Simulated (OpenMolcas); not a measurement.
# Multiconfigurational calculation on P

Input:

```
&GATEWAY
Coord
1

P 0.0 0.0 0.0
Basis=ANO-RCC
Group=XYZ
NoMove
AngMom=0.0 0.0 0.0
AMFI
&SEWARD
* reference wave functions (RASSCF and RASSI steps not shown): 5 electrons in 8 orbitals (3s 3p 4s 4p)
>>> COPY JOB001 $Project.JobIph
&CASPT2
Multistate=1 1
Frozen=1 0
IPEA=0.25
Imaginary=0.1
MaxIter=60
WThr=0.0 0.3 0.05
PrWF=0.5
NoMix
>>> COPY JOB002 $Project.JobIph
&CASPT2
Multistate=8 1 2 3 4 5 6 7 8
Frozen=1 0
IPEA=0.25
Imaginary=0.1
MaxIter=60
WThr=0.0 0.3 0.05
PrWF=0.5
NoMix
>>> COPY JOB003 $Project.JobIph
&CASPT2
Multistate=3 1 2 3
Frozen=1 0
IPEA=0.25
Imaginary=0.1
MaxIter=60
WThr=0.0 0.3 0.05
PrWF=0.5
NoMix
...
```

Launched by
```bash
OMP_NUM_THREADS=1 MOLCAS_MEM=2252 MOLCAS_PROJECT=a pymolcas a.inp > a.log  # once for each step of the input, in one work folder
```

Output, cut to the results:

```
--- CASPT2 ---
Orbital specifications:
      -----------------------

      Symmetry species                           1   2
                                                ag  au
      Frozen orbitals                            1   0
      Inactive orbitals                          1   3
      Active orbitals                            2   6
      Secondary orbitals                        47  40
      Deleted orbitals                           0   0
      Number of basis functions                 51  49
Type of calculation                        SS-CASPT2
      Fock operator                              state-specific
      IPEA shift                                 0.25
      Real shift                                 0.00
      Imaginary shift                            0.10
      The input orbitals will be transformed to quasi-canonical
Reference energy:        -341.5526008883
      E2 (Non-variational):      -0.2445052842
      Shift correction:          -0.0003191722
      E2 (Variational):          -0.2448244565
      Total energy:            -341.7974253447
      Residual norm:              0.0000006102
      Reference weight:           0.94862
      Contributions to the CASPT2 correlation energy
      Active & Virtual Only:         -0.0794266456
      One Inactive Excited:          -0.0342959306
      Two Inactive Excited:          -0.1307827081
::    CASPT2 Root  1     Total energy:   -341.79742534
--- CASPT2 ---
Orbital specifications:
      -----------------------

      Symmetry species                           1   2
                                                ag  au
      Frozen orbitals                            1   0
      Inactive orbitals                          1   3
      Active orbitals                            2   6
      Secondary orbitals                        47  40
      Deleted orbitals                           0   0
      Number of basis functions                 51  49
Type of calculation                        MS-CASPT2
      Fock operator                              state-specific
      IPEA shift                                 0.25
      Real shift                                 0.00
      Imaginary shift                            0.10
      The input orbitals will be transformed to quasi-canonical
Reference energy:        -341.4858092875
      E2 (Non-variational):      -0.2572100699
      Shift correction:          -0.0004009542
      E2 (Variational):          -0.2576110241
      Total energy:            -341.7434203115
      Residual norm:              0.0000004755
      Reference weight:           0.94075
      Contributions to the CASPT2 correlation energy
      Active & Virtual Only:         -0.0919162393
      One Inactive Excited:          -0.0341705720
      Two Inactive Excited:          -0.1311232585
Reference energy:        -341.4858092875
      E2 (Non-variational):      -0.2574487070
      Shift correction:          -0.0004043067
      E2 (Variational):          -0.2578530137
      Total energy:            -341.7436623012
      Residual norm:              0.0000004914
      Reference weight:           0.94046
      Contributions to the CASPT2 correlation energy
      Active & Virtual Only:         -0.0921528531
      One Inactive Excited:          -0.0341725822
      Two Inactive Excited:          -0.1311232718
::    CASPT2 Root  1     Total energy:   -341.74342031
::    CASPT2 Root  2     Total energy:   -341.74366230
::    CASPT2 Root  3     Total energy:   -341.74376920
::    CASPT2 Root  4     Total energy:   -341.74350681
::    CASPT2 Root  5     Total energy:   -341.74321910
::    CASPT2 Root  6     Total energy:   -341.71094868
::    CASPT2 Root  7     Total energy:   -341.71097003
::    CASPT2 Root  8     Total energy:   -341.71094653
::    MS-CASPT2 Root  1     Total energy:   -341.74445986
::    MS-CASPT2 Root  2     Total energy:   -341.74398914
::    MS-CASPT2 Root  3     Total energy:   -341.74374191
::    MS-CASPT2 Root  4     Total energy:   -341.74291479
::    MS-CASPT2 Root  5     Total energy:   -341.74247202
::    MS-CASPT2 Root  6     Total energy:   -341.71097003
::    MS-CASPT2 Root  7     Total energy:   -341.71094868
::    MS-CASPT2 Root  8     Total energy:   -341.71094653
--- CASPT2 ---
Orbital specifications:
      -----------------------

      Symmetry species                           1   2
                                                ag  au
      Frozen orbitals                            1   0
      Inactive orbitals                          1   3
      Active orbitals                            2   6
      Secondary orbitals                        47  40
      Deleted orbitals                           0   0
      Number of basis functions                 51  49
Type of calculation                        MS-CASPT2
      Fock operator                              state-specific
      IPEA shift                                 0.25
      Real shift                                 0.00
      Imaginary shift                            0.10
      The input orbitals will be transformed to quasi-canonical
Reference energy:        -341.2977183579
      E2 (Non-variational):      -0.2330294894
      Shift correction:          -0.0002940059
      E2 (Variational):          -0.2333234953
      Total energy:            -341.5310418532
      Residual norm:              0.0000000977
      Reference weight:           0.95368
      Contributions to the CASPT2 correlation energy
      Active & Virtual Only:         -0.0682615994
      One Inactive Excited:          -0.0328558682
      Two Inactive Excited:          -0.1319120217
Reference energy:        -341.2977183579
      E2 (Non-variational):      -0.2330373145
      Shift correction:          -0.0002941687
      E2 (Variational):          -0.2333314832
      Total energy:            -341.5310498411
      Residual norm:              0.0000000976
      Reference weight:           0.95367
      Contributions to the CASPT2 correlation energy
...
```

Levels above the lowest, from the spin-orbit matrix with the single-state CASPT2 energies, averaged by term, on its diagonal:

```csv
Configuration,Term,J,E (cm-1),Measured (cm-1),g,Term weight %
3s2 3p3,4S*,3/2,0.0,0.0,2.002,100
3s2 3p3,2D*,3/2,11820,11361,0.800,100
3s2 3p3,2D*,5/2,11840,11377,1.200,100
3s2 3p3,2P*,1/2,18980,18723,0.666,100
3s2 3p3,2P*,3/2,18990,18748,1.334,100
```

Against the 4 measured excited levels shown (NIST Handbook of Basic Atomic Spectroscopic Data) the mean absolute deviation is 360 cm-1; the largest miss in energy is 3s2 3p3 2D* 5/2: computed 11840, measured 11377 cm-1 (+4.1 %).

CASPT2 does not keep the components of a term degenerate, so their means are used; among the terms shown or strongly mixed into the levels shown the widest spread is 120 cm-1 (3s2 3p3 2D*). The run also gave levels led by 3s2 3p2 4s, which use shells meant for correlation; these and all levels above them are left out. No level of 3s 3p4 was computed, though it lies in the active space. Computed and measured levels are paired by configuration, term and J; levels that our copy of the source lacks, or whose pairing is in doubt (as where it misses far off the trend of its configuration), stay unpaired and out of the deviations. Levels of configurations outside the active space are missing. The first state left out of the spin-orbit step lies near 94000 cm-1 above the lowest spin-free state of the reference (among the parities and spins computed), and the list stops at four fifths of that energy or lower.

The CASPT2 steps took 33 s on 1 thread of Intel(R) Xeon(R) Platinum 8488C (Sapphire Rapids), on a shared host; the integral step is not counted.

The term weight is that of the spin-free term in the level, not the purity of its configuration. * marks odd parity.
